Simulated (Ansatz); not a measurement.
Geometry optimisation, Ansatz 0.2.0, RKS PBE-D4/def2-SVP.

Input file:

```yaml
crystal:
  periodic: [false, false, false]
  atoms:
    - { symbol: "N", position_ang: [-0.3884, 1.7113, 1.7194] }
    - { symbol: C, position_ang: [-0.6715, 0.8514, 0.5833] }
    - { symbol: C, position_ang: [0.2732, -0.3185, 0.636] }
    - { symbol: Si, position_ang: [0.1755, -1.5819, -0.7039] }
    - { symbol: "N", position_ang: [0.6011, -0.9931, -2.2235] }
    - { symbol: H, position_ang: [-1.19188, 1.54113, 2.44845] }
    - { symbol: H, position_ang: [0.44983, 1.42869, 2.22443] }
    - { symbol: H, position_ang: [-1.6657, 0.5169, 0.6179] }
    - { symbol: H, position_ang: [-0.5432, 1.4267, -0.3111] }
    - { symbol: H, position_ang: [1.3401, 0.0532, 0.6494] }
    - { symbol: H, position_ang: [0.174, -0.8329, 1.6333] }
    - { symbol: H, position_ang: [-1.2966, -1.9767, -0.8242] }
    - { symbol: H, position_ang: [0.9023, -2.7433, -0.4444] }
    - { symbol: H, position_ang: [0.0394, -0.1482, -2.4417] }
    - { symbol: H, position_ang: [1.5751, -0.7246, -2.1669] }
basis:
  gaussian: { orbitals: def2-SVP }
hamiltonian:
  xc: pbe
  dispersion: d4
relax:
  f_tol: 0.015
  max_steps: 40
```

Command:

```bash
$ ansatz run input.yaml --threads 2 --pin off --max-ram 3072MiB --backend cpu --events-out ev --progress --plain --runs-dir out
```

Where does it end, and by what steps?

The forces met the threshold. After 9 steps the energy has fallen by 0.818 eV; H7 moved furthest, 0.69 Å.

```
step  energy less start (eV)  largest force component (eV/Å)  accepted
   0                  0.0000                           2.903       yes
   1                 -0.5991                           1.039       yes
   2                 -0.7136                           0.209       yes
   3                 -0.7708                           0.271       yes
   4                 -0.8095                           0.266       yes
   5                 -0.8103                           0.196       yes
   6                 -0.8119                           0.311       yes
   7                 -0.8177                           0.040       yes
   8                 -0.8182                           0.025       yes
   9                 -0.8183                           0.008       yes
```

```xyz
15
Properties=species:S:1:pos:R:3
N -0.574 1.795 1.773
C -0.613 0.847 0.662
C 0.219 -0.442 0.806
Si 0.138 -1.596 -0.707
N 0.593 -0.886 -2.240
H -0.880 1.321 2.633
H 0.403 2.066 1.954
H -1.678 0.578 0.481
H -0.286 1.383 -0.258
H 1.288 -0.185 0.991
H -0.116 -1.021 1.698
H -1.284 -2.070 -0.868
H 1.050 -2.770 -0.460
H -0.048 -0.223 -2.683
H 1.561 -0.586 -2.384
```

The run took 22 s on 2 threads of AMD EPYC 7R13 Processor (Zen 3) (shared host), peak memory 0.18 GiB.
